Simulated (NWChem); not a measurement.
Species: LiH8O4 cation; SMILES [OH2]->[Li+](<-[OH2])(<-[OH2])<-[OH2]

Program: NWChem. Geometry: optimised at PBE-D3(BJ)/def2-SVP. Level B3LYP/def2-SVPD: energy and gradient; each run changes one setting, and changes count from the defaults (medium grid, exact Coulomb integrals, symmetry on).

Question: Which setting moves the energy most, and by about how much (Becke weights; defaults; coarse grid; symmetry off; extra-fine grid)?

Answer: Becke weights, by about 70 μHa.
```
setting          size of the energy change (μHa)  largest change of a gradient component (μHa/bohr)  time, defaults = 1 (rough)
---------------  -------------------------------  -------------------------------------------------  --------------------------
defaults                                    < 10                                               < 30                     about 1
coarse grid                                 < 10                                                200                     about 1
extra-fine grid                             < 10                                                 50                           2
Becke weights                                 70                                                600                     about 1
symmetry off                                < 10                                        other frame                     about 1
```
